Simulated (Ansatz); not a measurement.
Input file for Ansatz (a first-principles code): R-PBE/def2-TZVPP on C4H12Si (SMILES C[Si](C)(C)C).

Ansatz 0.2 input:
```yaml
crystal:
  periodic: [false, false, false]
  atoms:
    - {symbol: Si, position_ang: [-0.00000598, -0.00001233, -0.00000225]}
    - {symbol: C, position_ang: [1.11740130, 1.11384285, 1.03929441]}
    - {symbol: H, position_ang: [1.72352657, 1.77730432, 0.40036120]}
    - {symbol: H, position_ang: [0.52543144, 1.75031866, 1.71772417]}
    - {symbol: H, position_ang: [1.80993936, 0.51827398, 1.65694335]}
    - {symbol: C, position_ang: [1.06127233, -1.06722653, -1.14199782]}
    - {symbol: H, position_ang: [1.75011214, -1.70557594, -0.56423085]}
    - {symbol: H, position_ang: [0.43553727, -1.72715506, -1.76549961]}
    - {symbol: H, position_ang: [1.66921784, -0.44385746, -1.81847225]}
    - {symbol: C, position_ang: [-1.16399306, 1.06719927, -1.03711569]}
    - {symbol: H, position_ang: [-0.59969411, 1.73132400, -1.71261929]}
    - {symbol: H, position_ang: [-1.82896154, 0.44388914, -1.65768367]}
    - {symbol: H, position_ang: [-1.79944518, 1.70126428, -0.39682805]}
    - {symbol: C, position_ang: [-1.01470321, -1.11384156, 1.13981626]}
    - {symbol: H, position_ang: [-1.64890203, -0.51829341, 1.81725339]}
    - {symbol: H, position_ang: [-1.67547055, -1.78009256, 0.56076432]}
    - {symbol: H, position_ang: [-0.36136257, -1.74746164, 1.76229239]}
basis:
  gaussian:
    orbitals: def2-TZVPP
hamiltonian:
  xc: {name: PBE}
scf: {lower_state_search: off}
```

It printed:

```
WARN ansatz: RAYON_NUM_THREADS=8 ignored (pool sized by the plan → 8); use --threads N
Functional definition: PBE
these checks for a lower state are left out or cut short: stability, starts, cluster_reference, orbital_swaps, neighbouring_geometries, increment
integrals: 0.35 GiB planned
1716 factors; their error is unknown
mean field: 2.42 GiB planned
mean field evaluation 1: about -12186.4045 eV, gradient 1.1e2 eV
mean field evaluation 2: about -12152.2292 eV, gradient 1.5e2 eV
mean field evaluation 4: about -12214.1950 eV, gradient 9.2e0 eV
mean field evaluation 8: about -12214.4128 eV, gradient 2.4e-2 eV
mean field evaluation 16: about -12214.3675 eV, gradient 1.3e-5 eV
mean field -12214.36752071 eV, -448.8697271905 hartree, gradient 1.2e-6 eV, S^2 0.000000; 0 other end points of the search recorded, 0 dependent functions left out
reference -12214.36757365 eV, -448.8697291360 hartree; 25, 25 occupied and 309, 309 virtual orbitals, 1716 factors
Total energy: -12214.36757365 eV, -448.8697291360 hartree
Checks for a lower state left out: stability, starts, cluster_reference, orbital_swaps, neighbouring_geometries, increment
```

The calculation finished and met its thresholds.

Cost: very roughly 7 core-seconds.
